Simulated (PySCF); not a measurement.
C5H5, SMILES C1[CH]C=CC=1, multiplicity 2. Atoms are numbered in the order given.

```xyz
10

C     -1.1792    -0.1251     0.0000
C     -0.2447    -1.1984     0.0000
C      1.0135    -0.6371     0.0000
C      0.8715     0.8319     0.0000
C     -0.4607     1.1290     0.0000
H     -2.2663    -0.2286     0.0000
H     -0.4878    -2.2596     0.0000
H      1.9643    -1.1722     0.0000
H      1.7010     1.5397     0.0000
H     -0.9139     2.1193     0.0000
```
Charge 0, spin multiplicity 2.

Geometry optimised at PBE0-D3(BJ)/def2-SVP. The isomer is the one that the SMILES or the coordinates give; other isomers of the formula were not compared.

Level of theory: PBE0/pcH-1 (PySCF).

Unrestricted Kohn–Sham, ⟨S²⟩ = 0.775. Hyperfine tensors hold the contact and dipolar terms, without spin-orbit corrections.

Computed hyperfine couplings:
```csv
nucleus,A(iso) (MHz),A(iso) (G),dipolar principal values (MHz)
13C no. 1,53.6,19.1,"-48.9, -47.2, 96.1"
13C no. 2,-38.6,-13.8,"-21.6, 10.8, 10.8"
13C no. 3,28.6,10.2,"-34.2, -32.3, 66.5"
13C no. 4,10.2,3.6,"-22.5, -21.0, 43.5"
13C no. 5,-27.9,-9.9,"-6.9, 3.2, 3.7"
1H no. 6,-44.4,-15.8,"-23.5, -1.5, 25.0"
1H no. 7,8.2,2.9,"-3.9, -0.2, 4.2"
1H no. 8,-31.6,-11.3,"-16.9, -1.9, 18.8"
1H no. 9,-21.4,-7.6,"-11.9, -2.3, 14.2"
1H no. 10,1.4,0.5,"-3.5, -1.5, 5.0"
```
